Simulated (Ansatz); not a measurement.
Job for Ansatz (a first-principles code): R-CCSD(T)/cc-pV(D+d)Z on Cl3HSi (SMILES Cl[SiH](Cl)Cl). The basis file is the Basis Set Exchange's JSON of that set.

Ansatz 0.2 input:
```yaml
crystal:
  periodic: [false, false, false]
  atoms:
    - {symbol: Si, position_ang: [0.00681208, -0.00426701, 0.11398218]}
    - {symbol: Cl, position_ang: [-1.30352894, -1.42538965, -0.54060911]}
    - {symbol: Cl, position_ang: [-0.64744031, 1.84233472, -0.45791865]}
    - {symbol: Cl, position_ang: [1.85012468, -0.35406429, -0.68907213]}
    - {symbol: H, position_ang: [0.09403250, -0.05871376, 1.57371772]}
basis:
  gaussian:
    orbitals: cc-pV_D+d_Z.json
magnetization: {spin_polarized: false}
correlation: {method: ccsd_t, electrons: outside_noble_gas}
scf: {lower_state_search: off}
```

Problem. What total energy does the run end on?

Solution. -1668.7545 hartree (reference determinant -1668.1923, T1 diagnostic 0.009).
